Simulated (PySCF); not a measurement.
**Level sweep**

Compound: C₅H₈Si.
SMILES: `C=CC#CC[SiH3]`

PySCF, dipoles from the SCF density, polarisabilities from static response with core orbitals frozen. Geometry: PBE0-D3(BJ)/def2-SVP; no solvent, vibrations or thermal averaging.

Question: How do dipole and polarisability depend on functional and basis here?

Answer: 

```csv
level,μ (D),α (Å³),anisotropy (Å³)
LDA/def2-SVPD,0.694,15.14,12.01
PBE/def2-SVPD,0.654,14.90,11.89
B3LYP/def2-SVPD,0.587,14.43,11.06
PBE0/def2-SVPD,0.571,14.29,10.92
BHandHLYP/def2-SVPD,0.506,13.87,10.20
CAM-B3LYP/def2-SVPD,0.538,14.05,10.27
wB97X-D/def2-SVPD,0.532,14.09,10.24
LC-wPBE/def2-SVPD,0.489,13.59,9.60
HF/def2-SVPD,0.422,13.39,9.39
PBE0/6-31G*,0.560,11.64,11.24
PBE0/def2-SVP,0.521,12.48,11.18
PBE0/6-31+G*,0.585,13.38,11.13
PBE0/aug-cc-pVDZ,0.596,14.65,11.09
PBE0/def2-TZVP,0.579,13.84,11.17
PBE0/def2-TZVPD,0.595,14.57,11.04
```

The anisotropy is √(½[(α1 − α2)² + (α2 − α3)² + (α3 − α1)²]). The dipole runs from 0.42 D (HF/def2-SVPD) to 0.69 D (LDA/def2-SVPD). No reference polarisability is at hand; against PBE0 in the largest diffuse basis at hand (def2-TZVPD) the other PBE0 rows deviate by 6-31G* -20%, def2-SVP -14%, 6-31+G* -8%, def2-SVPD -2%, aug-cc-pVDZ +1%, def2-TZVP -5%. In one basis (def2-SVPD) the functionals order the polarisability from HF (lowest) to LDA (highest), a spread of 13%. With PBE0 the polarisability is 12.65 Å³ without diffuse functions (mean of 6-31G*, def2-SVP and def2-TZVP) and 14.22 Å³ with them (mean of 6-31+G*, def2-SVPD, aug-cc-pVDZ and def2-TZVPD).
